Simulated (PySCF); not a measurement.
A structure optimised at PBE0-D3(BJ)/def2-SVP, used in a PySCF frequency run:

```
B
O 1 1.3360
C 2 1.4057 1 125.50
H 3 1.0998 2 109.02 1 -120.81
H 3 1.0998 4 108.58 2 118.65
H 3 1.1021 4 108.88 5 118.41
Cl 1 1.7684 2 116.00 3 180.00
Ge 1 2.0827 2 125.09 3 0.00
H 8 1.5365 1 111.27 2 180.00
H 8 1.5446 9 108.26 1 122.58
H 8 1.5446 9 108.26 10 114.84
```
Charge 0, spin multiplicity 1.

Question: Write its SMILES, formula and point group.

Answer: CO[B](Cl)[GeH3], CH6BClGeO, Cs

Question: What are its rotational constants (standard atomic weights)?

Answer: 2.5224, 1.6761, 1.0262 GHz
